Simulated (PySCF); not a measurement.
V(O)(OH)3 (H₃O₄V), SMILES [OH][V]([OH])(=[O])[OH], multiplicity 1.

The structure is a stationary point at ωB97X-D3(BJ)/def2-SVP. The multiplicity is an assumed one; other spin states were not compared. Other conformers were not sampled.

The numbers are results of PBE0/def2-TZVP (PySCF), not measurements.

Gas-phase values at a fixed geometry.

Computed frontier levels, gap, dipole moment and polarisability:
- highest occupied level: -9.13 eV
- lowest empty level: -2.14 eV
- orbital gap: 6.99 eV
- dipole moment: 1.81 D
- quadrupole, principal values (traceless, Buckingham form, about the centre of nuclear charge): -11.23, 5.61, 5.61 D·Å
- mean static polarisability: 45.9 bohr³ (6.80 Å³)
- polarisability, principal values: 42.7, 47.5, 47.5 bohr³
